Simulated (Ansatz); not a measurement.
Input file for Ansatz (a program for electronic structure): R-PBE/def2-TZVPP on BH3O (SMILES BO).

Ansatz 0.2 input:
```yaml
crystal:
  periodic: [false, false, false]
  atoms:
    - {symbol: B, position_ang: [-0.69125798, 0.18217746, -0.00110155]}
    - {symbol: O, position_ang: [0.58629667, -0.25773472, 0.00165154]}
    - {symbol: H, position_ang: [-1.54526677, -0.64914589, 0.00487819]}
    - {symbol: H, position_ang: [-0.93342873, 1.35471251, -0.00919167]}
    - {symbol: H, position_ang: [1.24461209, 0.44542381, -0.00339108]}
basis:
  gaussian:
    orbitals: def2-TZVPP
hamiltonian:
  xc: {name: PBE}
accuracy: high
relax: {f_tol: 0.0005, max_steps: 60}
scf: {lower_state_search: off}
output: {forces: true}
```

Program output:

```
WARN ansatz: RAYON_NUM_THREADS=1 ignored (pool sized by the plan → 1); use --threads N
Functional definition: PBE
these checks for a lower state are left out or cut short: stability, starts, cluster_reference, orbital_swaps, neighbouring_geometries, increment
integrals: 0.14 GiB planned
1900 factors; integrals over basis functions are off by at most 2.2e-9 eV
mean field: 0.31 GiB planned
mean field evaluation 1: about -2765.4448 eV, gradient 5.4e1 eV
mean field evaluation 2: about -2745.4142 eV, gradient 1.1e2 eV
mean field evaluation 4: about -2770.5782 eV, gradient 5.0e0 eV
mean field evaluation 8: about -2770.6429 eV, gradient 1.4e-2 eV
mean field evaluation 16: about -2770.6429 eV, gradient 8.7e-8 eV
mean field -2770.64292013 eV, -101.8192493057 hartree, gradient 1.7e-8 eV, S^2 0.000000; 0 other end points of the search recorded, 0 dependent functions left out
the calculation of the forces begins
reference -2770.64292349 eV, -101.8192494290 hartree; 8, 8 occupied and 96, 96 virtual orbitals, 1900 factors
relax step   1: F+E_penalty+E_count = -2770.64292013 eV  Δ(F+E_penalty+E_count) = +0.000e0 eV  max|allowed force component| = 4.300e-1 eV/Å  Δτ_max = 0.0000 Å  (16 SCF iters, accepted)
these checks for a lower state are left out or cut short: stability, starts, cluster_reference, orbital_swaps, neighbouring_geometries, increment
integrals: 0.14 GiB planned
1900 factors; integrals over basis functions are off by at most 2.3e-9 eV
mean field: 0.31 GiB planned
mean field -2770.64724337 eV, -101.8194081819 hartree, gradient 1.9e-8 eV, S^2 0.000000; 0 other end points of the search recorded, 0 dependent functions left out
the calculation of the forces begins
reference -2770.64724673 eV, -101.8194083052 hartree; 8, 8 occupied and 96, 96 virtual orbitals, 1900 factors
relax step   2: F+E_penalty+E_count = -2770.64724337 eV  Δ(F+E_penalty+E_count) = -4.323e-3 eV  max|allowed force component| = 1.774e-1 eV/Å  Δτ_max = 0.0078 Å  (25 SCF iters, accepted)
these checks for a lower state are left out or cut short: stability, starts, cluster_reference, orbital_swaps, neighbouring_geometries, increment
integrals: 0.14 GiB planned
1900 factors; integrals over basis functions are off by at most 2.3e-9 eV
mean field: 0.31 GiB planned
mean field evaluation 32: about -2770.6480 eV, gradient 3.1e-4 eV
mean field -2770.64798615 eV, -101.8194354783 hartree, gradient 1.5e-8 eV, S^2 0.000000; 0 other end points of the search recorded, 0 dependent functions left out
the calculation of the forces begins
reference -2770.64798950 eV, -101.8194356016 hartree; 8, 8 occupied and 96, 96 virtual orbitals, 1900 factors
relax step   3: F+E_penalty+E_count = -2770.64798615 eV  Δ(F+E_penalty+E_count) = -7.428e-4 eV  max|allowed force component| = 3.096e-2 eV/Å  Δτ_max = 0.0039 Å  (19 SCF iters, accepted)
these checks for a lower state are left out or cut short: stability, starts, cluster_reference, orbital_swaps, neighbouring_geometries, increment
integrals: 0.14 GiB planned
1900 factors; integrals over basis functions are off by at most 2.3e-9 eV
mean field: 0.31 GiB planned
mean field -2770.64806419 eV, -101.8194383465 hartree, gradient 1.6e-8 eV, S^2 0.000000; 0 other end points of the search recorded, 0 dependent functions left out
the calculation of the forces begins
reference -2770.64806755 eV, -101.8194384697 hartree; 8, 8 occupied and 96, 96 virtual orbitals, 1900 factors
relax step   4: F+E_penalty+E_count = -2770.64806419 eV  Δ(F+E_penalty+E_count) = -7.805e-5 eV  max|allowed force component| = 2.488e-2 eV/Å  Δτ_max = 0.0076 Å  (19 SCF iters, accepted)
these checks for a lower state are left out or cut short: stability, starts, cluster_reference, orbital_swaps, neighbouring_geometries, increment
integrals: 0.14 GiB planned
1900 factors; integrals over basis functions are off by at most 2.3e-9 eV
mean field: 0.31 GiB planned
mean field -2770.64805095 eV, -101.8194378599 hartree, gradient 3.0e-8 eV, S^2 0.000000; 0 other end points of the search recorded, 0 dependent functions left out
the calculation of the forces begins
reference -2770.64805431 eV, -101.8194379832 hartree; 8, 8 occupied and 96, 96 virtual orbitals, 1900 factors
relax step   5: F+E_penalty+E_count = -2770.64805095 eV  Δ(F+E_penalty+E_count) = +1.324e-5 eV  max|allowed force component| = 2.525e-2 eV/Å  Δτ_max = 0.0036 Å  (16 SCF iters, rejected (line search))
these checks for a lower state are left out or cut short: stability, starts, cluster_reference, orbital_swaps, neighbouring_geometries, increment
integrals: 0.14 GiB planned
1900 factors; integrals over basis functions are off by at most 2.3e-9 eV
mean field: 0.31 GiB planned
mean field -2770.64809337 eV, -101.8194394187 hartree, gradient 2.9e-8 eV, S^2 0.000000; 0 other end points of the search recorded, 0 dependent functions left out
the calculation of the forces begins
reference -2770.64809673 eV, -101.8194395420 hartree; 8, 8 occupied and 96, 96 virtual orbitals, 1900 factors
relax step   6: F+E_penalty+E_count = -2770.64809337 eV  Δ(F+E_penalty+E_count) = -2.918e-5 eV  max|allowed force component| = 3.922e-3 eV/Å  Δτ_max = 0.0018 Å  (15 SCF iters, accepted)
these checks for a lower state are left out or cut short: stability, starts, cluster_reference, orbital_swaps, neighbouring_geometries, increment
integrals: 0.14 GiB planned
1900 factors; integrals over basis functions are off by at most 2.3e-9 eV
mean field: 0.31 GiB planned
mean field evaluation 64: about -2770.6481 eV, gradient 4.7e-6 eV
mean field -2770.64809699 eV, -101.8194395518 hartree, gradient 2.2e-8 eV, S^2 0.000000; 0 other end points of the search recorded, 0 dependent functions left out
the calculation of the forces begins
reference -2770.64810035 eV, -101.8194396751 hartree; 8, 8 occupied and 96, 96 virtual orbitals, 1900 factors
relax step   7: F+E_penalty+E_count = -2770.64809699 eV  Δ(F+E_penalty+E_count) = -3.623e-6 eV  max|allowed force component| = 9.995e-5 eV/Å  Δτ_max = 0.0010 Å  (16 SCF iters, accepted)
Total energy: -2770.64810035 eV, -101.8194396751 hartree
Atom 0 at    -0.692031     0.182570    -0.001104 Å, force    -0.000000     0.000100    -0.000001 eV/Å
Atom 1 at     0.590789    -0.266469     0.001711 Å, force    -0.000045    -0.000013     0.000000 eV/Å
Atom 2 at    -1.550597    -0.657833     0.004940 Å, force     0.000042    -0.000018     0.000000 eV/Å
Atom 3 at    -0.930570     1.365609    -0.009268 Å, force    -0.000083    -0.000020     0.000000 eV/Å
Atom 4 at     1.243365     0.451556    -0.003433 Å, force     0.000087    -0.000048     0.000000 eV/Å
Dipole moment:     0.216814     0.247231    -0.001770 e Å
Checks for a lower state left out: stability, starts, cluster_reference, orbital_swaps, neighbouring_geometries, increment
```

The calculation finished and met its thresholds.

Cost: around 40 core-seconds (rough).
